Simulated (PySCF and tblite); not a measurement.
Results of a calculation; reference values are marked as such.
CH₈GeOSi, numbered as in [CH3:1][GeH2:2][O:3][SiH3:4]. Free energies: B3LYP-D3(BJ)/def2-SVP (IEF-PCM, dichloromethane) on GFN2-xTB structures plus GFN2-xTB thermal terms, symmetry and mirror images included. Conformers within 2.5 kcal/mol (GFN2-xTB free energy) were kept, 6 at most. GIAO shieldings: KT3/pcSseg-1 (IEF-PCM, dichloromethane). Shifts are against TMS (¹H), TMS (¹³C), TMS (²⁹Si) at the same level. Codes: tblite and PySCF.

Torsions listed: C1–Ge2–O3–Si4. Of a mirror pair one member is shown.

```csv
conformer,shape,point group,mirror pair,ΔE(DFT),Δ(G−E) at 350 K,δ Si4 (ppm)
1,180°,Cs,no,0.00,0.00,-44.9
2,60°,C1,yes,0.03,-0.29,-46.3
```

Energies in kcal/mol; the thermal term leaves out symmetry numbers and mirror images.

Task: Work out the weights at 350 K and the ²⁹Si shift of Si4 under fast exchange.

Result: RT = 0.696 kcal/mol. Each conformer gets RT ln(σ/g), with σ the rotational symmetry number and g = 2 for a mirror pair: 1: σ = 1, g = 1, G = 0.00 + 0.00 + 0.00 = 0.00, 0.74 above the lowest, exp(−ΔG/RT) = 0.344; 2: σ = 1, g = 2, G = 0.03 − 0.29 − 0.48 = -0.74, 0.00 above the lowest, exp(−ΔG/RT) = 1.000. The sum is 1.344, so the weights are 25.6, 74.4 %. The averaged shift is -46.0 ppm. At 298.15 K it is -46.0 ppm. At 298.15 K the leading conformer alone gives -46.3 ppm and bare DFT energies give -45.6 ppm.

Spin–orbit effects of the heavy atoms on shieldings are missing. Unscaled ²⁹Si shifts at such levels can be off by tens of ppm; differences between conformers or isomers are more reliable.


Conformer gaps in def2-SVP on xTB geometries can be 2 kcal/mol too large for S=O, P=O and other polar bonds.